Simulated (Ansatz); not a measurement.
Cl2NbO (SMILES [O]=[Nb]([Cl])[Cl]), doublet, geometry from GFN2-xTB (such geometries of metal compounds can be far from the true shape) (the multiplicity is a formal guess) (all electrons, no relativity). Base run: Ansatz (a program for electronic structure) with HF/3-21G.

Here is a job for Ansatz.
Ansatz 0.2 input:
```yaml
crystal:
  periodic: [false, false, false]
  atoms:
    - {symbol: Nb, position_ang: [0.25310474, -0.11572871, -0.06124774]}
    - {symbol: O, position_ang: [1.74032183, -0.79573852, -0.42113304]}
    - {symbol: Cl, position_ang: [-0.64095868, -0.42176190, 1.89208849]}
    - {symbol: Cl, position_ang: [-0.78844539, 1.07533749, -1.54619311]}
basis:
  gaussian:
    orbitals: 3-21G.json
hamiltonian:
  xc: hf
magnetization: {spin_polarized: true, initial_magnetization: 1}
```
The basis file holds 3-21G in the JSON format of the Basis Set Exchange.

Variants of this job, named by their change:

| change | basis functions | E (Eh) | core-seconds (rough) |
|---|---|---|---|
| base | 74 | -4724.96173 | 20 |
| basis = def2-SV(P) | 74 | -1049.98586 | 10 |
| basis = def2-SVP | 81 | -1050.02558 | 20 |
| basis = def2-SVPD | 111 | -1050.04253 | 20 |
| basis = def2-TZVP | 145 | -1050.45015 | 30 |
| basis = def2-TZVPP | 171 | -1050.45758 | 40 |
| basis = def2-TZVPD | 172 | -1050.45226 | 40 |
| basis = def2-QZVP | 269 | -1050.49026 | 100 |
| basis = def2-QZVPP | 278 | -1050.49064 | 100 |

Totals compare only among sets that treat the same electrons; sets with core potentials leave the core out.
